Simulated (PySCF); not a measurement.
Electron correlation in S⁺ (sulfur, charge +1)

[Ne] 3s2 3p3, high-spin 4S determinant. All numbers are calculated (PySCF 2.14, the spin-free X2C one-electron Hamiltonian (Gaussian nucleus), in x2c-SVPall (4s3p1d, 18 functions)). Frozen: [Ne]; 5 electrons correlated.

MP2 pair energies summed by pair of shells (mhartree):

```tsv
pair	energy	share (%)
3s-3p	-44.03	64.4
3p-3p	-16.25	23.8
3s-3s	-8.07	11.8
```

Total MP2 correlation energy: -68.36 mhartree.

Same-spin part -18.38 and opposite-spin part -49.97 mhartree; SCS-MP2 scales them by 1/3 and 6/5 to -66.10 mhartree.

| level | correlation energy (mhartree) |
| --- | --- |
| CCSD | -86.66 |
| (T) | -0.95 |
| CCSD(T) | -87.61 |

Diagnostics: T1 = 0.0031, D1 = 0.0062, largest double amplitude 0.061.

**Question.** Is a single reference adequate?

**Answer.** Yes: T1 lies below 0.03 and no double amplitude reaches 0.07.
